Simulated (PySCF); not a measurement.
Gas-phase reaction: 2 Ge(OH)4 = Ge2O2 + 4 H2O + 2 O

Computed with PySCF and rigid-rotor harmonic-oscillator thermochemistry at 1 bar. † marks an energy on the PBE0/def2-TZVP geometry and frequencies; other levels use their own. 6-31G* has spherical d functions here. Open shells (unrestricted): O (multiplicity 3, electronic degeneracy 9); the rest are closed-shell singlets. Spin-orbit splitting is ignored; it lowers the true energy and changes the entropy of O. Ge: all electrons, no relativistic terms. Ge(OH)4, Ge2O2: computed as isolated molecules; such fragments, hydroxides, amides, oligomers or adducts are transient or little studied in the gas. The harmonic model lacks anharmonicity and excited electronic states, which grow with temperature; levels with a mode under 35 cm⁻¹ are left out. Internal rotation in Ge(OH)4 is treated as a harmonic vibration of one conformer, which makes the entropy rough.

| level | ΔE electronic, kJ | ΔH°(298 K), kJ | ΔS°(298 K), J/K | ΔG°(1400 K), kJ |
|---|---|---|---|---|
| BLYP/def2-TZVP† | 1209 | 1180 | 671 | 278 |
| HF/6-31G* | 836 | 807 | 680 | -111 |
| M06-2X/def2-TZVP† | 1406 | 1377 | 671 | 475 |
| PBE0/def2-QZVP† | 1287 | 1258 | 671 | 355 |
| PBE0/def2-SVP† | 1321 | 1292 | 671 | 390 |
| r2SCAN/def2-TZVP† | 1343 | 1315 | 671 | 412 |
| LDA/def2-TZVP† | 1606 | 1577 | 671 | 675 |
| ωB97X-V/def2-TZVP† | 1342 | 1313 | 671 | 411 |
ΔH° is lowest at HF/6-31G* and highest at LDA/def2-TZVP†. No reference value is set beside these.
